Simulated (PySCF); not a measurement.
**17O chemical shifts**

How the numbers were obtained: structure optimised with GFN2-xTB, NMR shieldings at PBE0/pcSseg-1/GIAO, in PySCF 2.14.0 with density-fitted response routines (a single conformation, averaged over atoms made equivalent by symmetry, fast rotation or ring inversion, isolated molecule, relativity neglected).

Shieldings were converted by a linear fit to measured shifts: 17O (scatter 10.7 ppm rms, 12.2 ppm with the 3 outliers that the fit left out vs liquid water, solution or neat liquid). Occasional misses reach two or three times the rms, and more in compound classes unlike the fitted ones.

**Question.** Give the 17O shifts of `O=[P@@H](C(F)=C(F)F)c1ccco1`.

**Answer.** 
```tsv
compound	environment	δ (ppm)
[O:1]=[P@@H:2]([C:3]([F:4])=[C:5]([F:6])[F:7])[c:8]1[cH:9][cH:10][cH:11][o:12]1	O12: aromatic ring oxygen	236.4
[O:1]=[P@@H:2]([C:3]([F:4])=[C:5]([F:6])[F:7])[c:8]1[cH:9][cH:10][cH:11][o:12]1	O1: P=O oxygen	24.2
```

**Question.** Match the shifts 577.3, 517.3, 428.7, 37.2, -35.5 ppm to `C=C([SiH3])CC=O`, `CCn1c(C)nnc1OC`, `CC#C[SiH2]OC`, `CN(C)C(=O)[SiH3]`, `O=C(Cl)C(F)(F)F`.

**Answer.** 577.3: C=C([SiH3])CC=O (aldehyde oxygen); 517.3: O=C(Cl)C(F)(F)F (carbonyl oxygen); 428.7: CN(C)C(=O)[SiH3] (amide-type carbonyl oxygen); 37.2: CCn1c(C)nnc1OC (ether oxygen); -35.5: CC#C[SiH2]OC (oxygen bonded to C, Si).
